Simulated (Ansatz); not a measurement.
C5H3NO, SMILES `N#Cc1ccco1`, relaxed with RKS PBE-D4/def2-SVP in Ansatz 0.2.0 from a rough embedded geometry. The force threshold is 0.03 eV/Å; the program also tests the step.

Charge 0, multiplicity 1.

Start:

```xyz
10

N    -2.710   -0.463   -2.088
C    -1.752   -0.293   -1.354
C    -0.633   -0.091   -0.476
C    -0.422   -0.281    0.773
C     0.880    0.089    1.121
C     1.449    0.481   -0.071
O     0.527    0.382   -1.101
H    -1.166   -0.659    1.503
H     1.415    0.009    2.068
H     2.412    0.826   -0.376
```

```tsv
step	energy (eV)	largest force (eV/Å)	largest move (Å)
1	-8752.4234	7.016	0.000
2	-8752.8750	2.155	0.048
3	-8752.9182	0.406	0.059
4	-8752.9356	0.073	0.034
5	-8752.9361	0.031	0.006
6	-8752.9364	0.032	0.011
7	-8752.9365	0.014	0.010
```

End:

```xyz
10

N    -2.691   -0.448   -2.060
C    -1.748   -0.283   -1.378
C    -0.629   -0.095   -0.529
C    -0.447   -0.303    0.829
C     0.903    0.069    1.108
C     1.442    0.474   -0.095
O     0.529    0.380   -1.092
H    -1.202   -0.678    1.528
H     1.413    0.041    2.077
H     2.430    0.843   -0.389
```

Run time 11 s (4 threads of a server CPU on a shared host); peak host memory 0.15 GiB.
